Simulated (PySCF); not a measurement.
## Radial density of Zn(2+) (zinc, charge +2)

UHF, [Ar] 3d10, closed-shell 1S. All numbers are calculated (PySCF 2.14, scalar relativity through the core potential, in cc-pVDZ-PP with ECP10MDF (4s4p3d1f, 38 functions)). This is the valence pseudo-density: the core potential removes the inner electrons and smooths the orbitals near the nucleus.

| r (bohr) | 4πr²ρ (e/bohr) |
| --- | --- |
| 0.00638 | 1.205e-05 |
| 0.0107 | 3.403e-05 |
| 0.0181 | 0.0001022 |
| 0.0304 | 0.0004692 |
| 0.0511 | 0.005067 |
| 0.0859 | 0.07124 |
| 0.145 | 0.7150 |
| 0.243 | 4.521 |
| 0.409 | 17.80 |
| 0.688 | 22.96 |
| 1.16 | 7.360 |
| 1.95 | 0.8308 |
| 3.27 | 0.03281 |

Energies and moments cover only the electrons outside the core potential.
